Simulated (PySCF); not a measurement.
# Neon: a sound run and one with changed settings

Sound run: Ne+ [He] 2s2 2p5, Ne(2+) [He] 2s2 2p4. Calculation: PySCF 2.14, in cc-pVTZ-DK (4s3p2d1f, 30 functions); scalar relativity by spin-free X2C-1e. In the sound run the correlated levels freeze 1s2. The sound run starts from symmetry-adapted Hartree-Fock orbitals and uses a fine grid where one is needed.

Changed run: basis STO-3G, all-electron and non-relativistic. This setting is unsound on purpose.

```tsv
species	method	sound run (hartree)	changed run (hartree)	converged
Ne+	UHF	-127.94653	-126.06147	yes
Ne+	r2SCAN	-128.26852	-126.33071	yes
Ne+	LDA	-127.53836	-125.56721	yes
Ne+	MP2	-128.14355	-126.06147	yes
Ne(2+)	UHF	-126.50363	-124.57400	yes
Ne(2+)	r2SCAN	-126.75666	-124.78703	yes
Ne(2+)	LDA	-126.01550	-124.03297	yes
Ne(2+)	MP2	-126.64707	-124.57400	yes
```

Ionisation energy of Ne+:

```
 method  sound run (eV)  changed run (eV)
    UHF          39.263            40.476
 r2SCAN          41.140            42.006
    LDA          41.439            41.749
    MP2          40.721            40.476
SCS-MP2          40.709            40.476
```

A minimal basis cannot let orbitals breathe on ionisation and holds almost no correlation. The Hamiltonian changed with the basis, so the totals do not compare.

For comparison, NIST gives 40.963 eV between the lowest levels.
